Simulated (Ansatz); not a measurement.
Breaking the O3–H4 bond in H2OSn (SMILES [OH][SnH]) (multiplicity 1 held, fragments rigid). Energies count from the point at 0.963 Å.
Geometry at that point (charge 0, multiplicity 1):
```json
[
 {"atom": "Sn", "x (Å)": "-0.1839", "y (Å)": "-0.1503", "z (Å)": "0.1953"},
 {"atom": "H", "x (Å)": "-1.4552", "y (Å)": "0.0147", "z (Å)": "-1.0721"},
 {"atom": "O", "x (Å)": "1.2153", "y (Å)": "0.7994", "z (Å)": "-0.8693"},
 {"atom": "H", "x (Å)": "0.9260", "y (Å)": "1.1031", "z (Å)": "-1.7363"}
]
```

R- and RO- levels are restricted; in cc, def2 and unpolarised 6-31G sets they are followed outwards from rest. Unrestricted levels (U-) break spin symmetry where that is lower. Active spaces are followed from a long bond inwards. Curves can end on different states.

Correlated levels freeze the cores. Filled d and f shells under p-block atoms count as core.

Run with Ansatz (a quantum-chemistry and plane-wave program). Each number belongs to the level named beside it. In def2 rows elements past Kr take small-core potentials, without spin–orbit coupling.

Energies in eV.

```
R (Å)  U-MP2/def2-SVP  U-SCS-MP2/def2-SVP  R-CCSDT/def2-SVP  R-CCSDT(Q)/def2-SVP  FIC-MRCISD+Q on CASSCF(4,3)/def2-SVP
-----  --------------  ------------------  ----------------  -------------------  ------------------------------------
0.771            1.66                1.66              1.65                 1.66                                  1.63
0.867            0.33                0.33              0.33                 0.33                                  0.33
0.963            0.00                0.00              0.00                 0.00                                  0.00
1.059            0.19                0.18              0.18                 0.18                                  0.19
1.156            0.63                0.63              0.62                 0.61                                  0.63
1.300            1.49                1.48              1.45                 1.44                                  1.47
1.445            3.04                3.03              2.28                 2.26                                  2.30
1.685            4.43                4.41              3.39                 3.35                                  3.41
1.926            4.85                4.81              4.09                 4.03                                  4.10
2.215            4.99                4.94              4.50                 4.40                                  4.51
2.600            5.03                4.98              4.68                 4.53                                  4.70
3.082            5.04                4.99              4.72                 4.54                                  4.75
```

Doubts at one or more of the structures used: a spin-contaminated determinant (U-MP2/def2-SVP, U-SCS-MP2/def2-SVP); a restricted determinant that unrestricted orbitals would lower (R-CCSDT/def2-SVP, R-CCSDT(Q)/def2-SVP); T1 above 0.05 (R-CCSDT/def2-SVP, R-CCSDT(Q)/def2-SVP); other coupled-cluster roots lie near (R-CCSDT/def2-SVP, R-CCSDT(Q)/def2-SVP); active orbitals that take no part (FIC-MRCISD+Q on CASSCF(4,3)/def2-SVP).
